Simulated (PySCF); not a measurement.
**InB: energy against distance**

Set-up: PySCF, scalar-relativistic core potentials, basis sets In aug-cc-pVDZ-PP with ECP28, B aug-cc-pVDZ. Energies in eV from In + B in their ground configurations at the same level. State: ³Π (triplet), unpaired electrons σ ↑, π ↑.

All columns are M06. A positive dipole means In(−)B(+).

```csv
R (Å),E (eV),μ (D),Mulliken charge on In (basis-dependent),HOMO (eV),LUMO (eV),Mayer bond order,⟨S²⟩
2.098,-1.254,-1.19,0.31,-4.80,-3.57,1.03,2.00
2.196,-1.530,-1.43,0.31,-4.81,-3.41,1.00,2.00
2.294,-1.689,-1.68,0.32,-4.80,-3.26,0.98,2.00
2.367,-1.752,-1.87,0.32,-4.79,-3.16,0.98,2.00
2.440,-1.777,-2.06,0.31,-4.77,-3.07,0.97,2.00
2.513,-1.774,-2.24,0.31,-4.68,-2.99,0.97,2.00
2.611,-1.737,-2.48,0.30,-4.54,-2.90,0.98,2.00
2.733,-1.654,-2.76,0.29,-4.40,-2.80,0.98,2.00
2.879,-1.521,-3.05,0.27,-4.24,-2.71,0.99,2.00
3.074,-1.318,-3.38,0.25,-4.08,-2.64,1.00,2.00
```

A fit through these points gives, at Re = 2.467 Å, μ = -2.13 D and dμ/dR = -2.54 D/Å; the reduced mass is 10.05 u.

How strong is the fundamental in the double-harmonic approximation, I = 42.26·(dμ/dR)²/μred km/mol?

I = 42.26·(-2.54)²/10.05 = 27.1 km/mol at M06.

These are scalar-relativistic numbers at best; spin–orbit coupling would shift them, the dissociation energy most. The state is the lowest determinant that a PBE0 search found; another state may lie lower at other levels.
